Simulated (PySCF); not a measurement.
**Successive ionisation energies of platinum**

Calculated with PySCF 2.14, two-component X2C-1e (Gaussian nucleus, no Breit or QED terms), each ion in its own even-tempered basis; GMP2 freezes the deep shells of the larger ions and drops the highest virtual spinors; eV.

```csv
ion,configuration,GHF (spin-free),GHF (screened spin-orbit),GMP2 (screened spin-orbit),NIST,kind
Pt⁶⁸⁺,[Ne],18063.6,17559.3,17560.9,17540 ± 50,theoretical
Pt⁶⁹⁺,[He] 2s2 2p5,18412.2,17910.4,17912.1,17890 ± 50,theoretical
Pt⁷⁰⁺,[He] 2s2 2p4,18763.6,18294.4,18294.8,18280 ± 60,theoretical
Pt⁷¹⁺,[He] 2s2 2p3,19231.4,18652.6,18652.9,18630 ± 60,theoretical
Pt⁷²⁺,[He] 2s2 2p2,19589.9,20871.8,20874.0,20840 ± 70,theoretical
Pt⁷³⁺,[He] 2s2 2p1,19951.7,21305.9,21303.3,21280 ± 90,theoretical
Pt⁷⁴⁺,[He] 2s2,21875.9,21875.9,21882.5,21840 ± 90,theoretical
Pt⁷⁵⁺,[He] 2s1,22237.4,22237.4,22237.7,22205.7 ± 0.3,theoretical
Pt⁷⁶⁺,1s2,89189.7,89189.7,89191.7,88955.1 ± 0.3,theoretical
Pt⁷⁷⁺,1s1,90809.8,90809.8,90809.8,90659.84 ± 0.17,theoretical
```

Question: Where is the largest relative jump?

Answer: From Pt⁷⁵⁺ to Pt⁷⁶⁺: 22237.7 to 89191.7 eV, where the electron removed from 1s2 comes from a deeper shell or subshell.
